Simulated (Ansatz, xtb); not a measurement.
Spectroscopic constants of CdSb, multiplicity 4 (lowest of 2S+1 = 2, 4 at CCSD(T)/def2-TZVPP on PBE0 minima; our sources give no spin for the ground state, which may be another). No spin–orbit coupling.

Seven points along R, fitted to fifth degree in 1/R; most abundant isotopes. Runs in def2 and cc sets follow the lowest solution found near the PBE0 minimum.

Codes used: Ansatz (a quantum-chemistry and plane-wave program) with Gaussian orbitals; xtb for the GFN methods.  In def2 rows elements past Kr take small-core potentials, without spin–orbit coupling. The GFN methods have no spin term and hold the electronic entropy of 300 K.

| level | r_e (Å) | ω_e (cm⁻¹) | α_e (cm⁻¹) | ω_e x_e (cm⁻¹) | dipole (D) |
|---|---|---|---|---|---|
| GFN1-xTB | 3.071 | 102 | 0.00011 | 0.43 | - |
| GFN2-xTB | 3.107 | 101 | 0.00013 | 0.51 | - |
| SVWN5/def2-TZVPP | 2.883 | 110 | 0.00022 | 0.68 | 0.22 |
| PBE/def2-TZVPP | 3.040 | 84 | 0.00027 | 0.79 | 0.37 |
| r2SCAN/def2-TZVPP | 2.952 | 99 | 0.00025 | 0.83 | 0.48 |
| B97M-V/def2-TZVPP | 3.169 | 63 | 0.00036 | 0.88 | 0.32 |
| B3LYP/def2-TZVPP | 3.116 | 70 | 0.00035 | 0.99 | 0.43 |
| PBE0/def2-TZVPP | 3.005 | 87 | 0.00030 | 0.97 | 0.50 |
| BHLYP/def2-TZVPP | 3.082 | 70 | 0.00042 | 1.4 | 0.54 |
| CAM-B3LYP/def2-TZVPP | 3.039 | 74 | 0.00041 | 1.3 | 0.43 |
| wB97X-V/def2-TZVPP | 2.958 | 90 | 0.00035 | 1.3 | 0.62 |
| wB97M-V/def2-TZVPP | 3.027 | 72 | 0.00047 | 1.6 | 0.36 |
| B2PLYP/def2-TZVPP | 3.124 | 61 | 0.00047 | 1.3 | - |

Correlated levels freeze the inner cores; with def2 sets outer-core shells near the valence are correlated too.
